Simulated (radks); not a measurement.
Results of a calculation; reference values are marked as such.
All-electron atom: Gd60+ in [He] 2s2. Code: a radial shooting solver on a logarithmic mesh with Libxc functionals. Model: Dirac Kohn-Sham, PBE, spin-unpolarised, spherical densities, point nucleus.

Unscreened Slater integrals over Kohn-Sham orbitals (hartree). Large and small components are both included. Empty in this configuration: 2p1/2.

integral          value
F0(2s1/2,2s1/2)  10.254
F0(2s1/2,1s1/2)  14.648
G0(2s1/2,1s1/2)  1.7005
F0(2s1/2,2p1/2)  11.094
G1(2s1/2,2p1/2)  5.8043
F0(1s1/2,1s1/2)  43.400
F0(1s1/2,2p1/2)  17.107
G1(1s1/2,2p1/2)  3.1649
F0(2p1/2,2p1/2)  12.498
